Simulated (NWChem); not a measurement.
Everything below was run with NWChem. System: silylphosphine (H₅PSi), charge 0, spin multiplicity 1, at a geometry optimised with PBE/def2-SVP. Level: MP2/cc-pVTZ, 10 core orbitals frozen.

Part of the output:

```
             Northwest Computational Chemistry Package (NWChem) 7.3.0
             --------------------------------------------------------

                                NWChem Input Module
                                -------------------

 Scaling coordinates for geometry "geometry" by  1.889725989
 (inverse scale =  0.529177249)

                             Geometry "geometry" -> ""
                             -------------------------

 Output coordinates in angstroms (scale by  1.889725989 to convert to a.u.)

  No.       Tag          Charge          X              Y              Z
 ---- ---------------- ---------- -------------- -------------- --------------
    1 Si                  14.0000    -1.07503000     0.09551800     0.22413800
    2 P                   15.0000     1.12904300    -0.07721200    -0.34904000
    3 H                    1.0000    -1.85163500    -0.88689700    -0.60959100
    4 H                    1.0000    -1.53612800     1.48689000    -0.11478600
    5 H                    1.0000    -1.35934100    -0.17003900     1.67892000
    6 H                    1.0000     1.29807600    -1.31895000     0.36465300
    7 H                    1.0000     1.56379500     0.70992400     0.77847700

 Effective nuclear repulsion energy (a.u.)      89.2003269360

            Nuclear Dipole moment (a.u.)
            ----------------------------
        X                 Y               Z
 ---------------- ---------------- ----------------
    -0.0000151178     0.0000000000     0.0000094486


 Summary of "ao basis" -> "" (spherical)
 ------------------------------------------------------------------------------
       Tag                 Description            Shells   Functions and Types
 ---------------- ------------------------------  ------  ---------------------
 *                          cc-pvtz                   on all atoms

 Summary of "ao basis" -> "ao basis" (spherical)
 ------------------------------------------------------------------------------
       Tag                 Description            Shells   Functions and Types
 ---------------- ------------------------------  ------  ---------------------
 Si                         cc-pvtz                 12       34   5s4p2d1f
 P                          cc-pvtz                 12       34   5s4p2d1f
 H                          cc-pvtz                  6       14   3s2p1d

                                 NWChem SCF Module
                                 -----------------
[...]
    2 P   15    15.13   2.00  1.91  1.04  0.15  0.56  5.75  1.96  0.55  1.03  0.12  0.06  0.01
    3 H    1     1.05   0.24  0.54  0.26  0.00  0.01  0.00
    4 H    1     1.05   0.24  0.54  0.26  0.00  0.01  0.00
    5 H    1     1.05   0.24  0.54  0.26  0.00  0.01  0.00
    6 H    1     0.98   0.23  0.53  0.20  0.00  0.02  0.00
    7 H    1     0.98   0.23  0.53  0.20  0.00  0.02  0.00

       Multipole analysis of the density wrt the origin
       ------------------------------------------------

     L   x y z        total         open         nuclear
     -   - - -        -----         ----         -------
     0   0 0 0     -0.000000      0.000000     34.000000

     1   1 0 0     -0.067554      0.000000     -0.000015
     1   0 1 0     -0.045215      0.000000      0.000000
     1   0 0 1      0.263166      0.000000      0.000009

     2   2 0 0    -23.605163      0.000000    168.080105
     2   1 1 0     -0.042398      0.000000    -13.419508
     2   1 0 1      1.093753      0.000000    -30.607669
     2   0 2 0    -22.253199      0.000000     19.594857
     2   0 1 1      0.173416      0.000000      3.071719
     2   0 0 2    -23.777309      0.000000     23.116611

                   NWChem MP2 Semi-direct Energy/Gradient Module
                   ---------------------------------------------

  Basis functions       =    138
  Molecular orbitals    =    138
  Frozen core           =     10
  Frozen virtuals       =      0
  Active alpha occupied =      7
  Active beta occupied  =      7
  Active alpha virtual  =    121
  Active beta virtual   =    121
  Use MO symmetry       = F
  Use skeleton AO sym   = F

  AO/Fock/Back tols     =   1.0D-09  1.0D-09  1.0D-09

 GA uses MA = F    GA memory limited = T

 Available:
  local mem=  1.26D+08
 global mem=  1.44D+08
 local disk=  0.00D+00
  mp2_memr nvloc                   121
  nvloc new                   121
   1 passes of   7:        5242880                      81182                  27094097.
   1 passes of   7: M    126151196           G      144141112           F     120908316.

 Semi-direct pass number   1 of   1  for RHF alpha+beta  at       18.3s
  vrange nnbf                  9397
  mp2_eaftype                   103  avail_ma_in_mb                  1099
 EAF : mp2_eaftype filesize         103   13547048.
  mp2_eaf for mointskh                    103
Node 0 wrote     63.7 Mb in      0.0 s     Agg I/O rate:  2875.5 Mb/s
 Done moints_semi at       35.1s
  mp2_eaftype                   103  avail_ma_in_mb                   996
 EAF : mp2_eaftype filesize         103   13547048.
  mp2_eaf for kh                   103
 Done maket at       35.3s
 Done multipass loop at       35.3s

          -------------------------------------------
          SCF energy                -632.603108702562
          Correlation energy          -0.292911815350
          Singlet pairs               -0.220689506630
          Triplet pairs               -0.072222308721
          Total MP2 energy          -632.896020517913
          -------------------------------------------

          ---------------------------------------------------
                    Spin Component Scaled (SCS) MP2
          Same spin pairs                     -0.048148205814
          Same spin scaling factor             0.333333333333
          Opposite spin pairs                 -0.244763609537
          Opposite spin scaling fact.          1.200000000000
          SCS-MP2 correlation energy          -0.309765733382
          Total SCS-MP2 energy              -632.912874435944
          ---------------------------------------------------

 -----------------------
 Performance information
 -----------------------

 Timer overhead =  2.10D-07 seconds/call

               Nr. of calls         CPU time (s)                 Wall time (s)                GFlops
             ---------------    -------------------     ------------------------------   -------------------
Name         Min   Avg   Max    Min     Avg     Max     Min     Avg     Max   Mx/calls   Min     Max     Sum
mp2: moin     1     1     1    17.     17.     17.      17.     17.     17.     17.      0.0     0.0     0.0
mp2: make     1     1     1   0.27    0.27    0.27     0.27    0.27    0.27    0.27      0.0     0.0     0.0
mp2: tota     1     1     1    17.     17.     17.      17.     17.     17.     17.      0.0     0.0     0.0

 The average no. of pstat calls per process was 3.00D+00
 with a timing overhead of 6.29D-07s

 Task  times  cpu:       35.3s     wall:       35.3s

 Total times  cpu:       35.3s     wall:       35.3s
```

Q: Write an NWChem input that would produce this output.

A: This is not unique; one that fits is 
```
start mol
memory heap 200 mb stack 900 mb global 1100 mb
geometry units angstroms nocenter noautoz noautosym
  Si    -1.075030     0.095518     0.224138
  P      1.129043    -0.077212    -0.349040
  H     -1.851635    -0.886897    -0.609591
  H     -1.536128     1.486890    -0.114786
  H     -1.359341    -0.170039     1.678920
  H      1.298076    -1.318950     0.364653
  H      1.563795     0.709924     0.778477
end
basis spherical
  * library cc-pvtz
end
scf
  rhf
  nopen 0
  maxiter 100
  thresh 1e-7
  semidirect memsize 60000000 filesize 0
end
mp2
  freeze core 10
end
task mp2 energy
```
